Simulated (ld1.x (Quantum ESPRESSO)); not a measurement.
## u(r) = r·R(r): atom against pseudo-atom (ruthenium (Ru))

Columns: radius, all-electron u(r) and pseudo u(r) of the 4d shell (level -5.20 eV) of ruthenium in the configuration [Kr] 4d7 5s1 5p0; PBE, scalar-relativistic, TM scheme, ld1.x (Quantum ESPRESSO) 7.5.

```
r (bohr)  all-electron   pseudo
   0.148        0.2822  -0.0097
   0.295        0.3627  -0.0701
   0.443        0.0934  -0.2022
   0.590       -0.2403  -0.3818
   0.738       -0.5102  -0.5627
   0.885       -0.6850  -0.7005
   1.033       -0.7775  -0.7808
   1.180       -0.8087  -0.8091
   1.328       -0.8003  -0.8003
   1.475       -0.7685  -0.7685
   1.623       -0.7238  -0.7238
   1.770       -0.6737  -0.6737
   1.918       -0.6217  -0.6217
   2.065       -0.5710  -0.5710
   2.213       -0.5223  -0.5223
   2.360       -0.4770  -0.4770
   2.508       -0.4347  -0.4347
   2.655       -0.3960  -0.3960
   2.802       -0.3604  -0.3604
   2.950       -0.3277  -0.3277
   3.098       -0.2979  -0.2979
   3.245       -0.2709  -0.2709
   3.393       -0.2462  -0.2462
   3.540       -0.2238  -0.2238
   3.688       -0.2033  -0.2033
   3.835       -0.1849  -0.1849
```

(1) How many radial nodes do the two functions have?

(2) At about which radius was the pseudo-wave matched?

(3) Is the pseudo-wave norm-conserving?

## Answers

(1) The all-electron 4d function has n − l − 1 = 1; the pseudo-wave has 0, since the states of the same l below it are removed with the core.

(2) 1.40 bohr. The columns agree to 0.0005 from 1.18 bohr on; several derivatives are matched, so the curves merge somewhat inside the radius.

(3) Yes: the TM scheme keeps the norm inside the radius equal to the all-electron one, which fixes the energy derivative of the logarithmic derivative at the level.
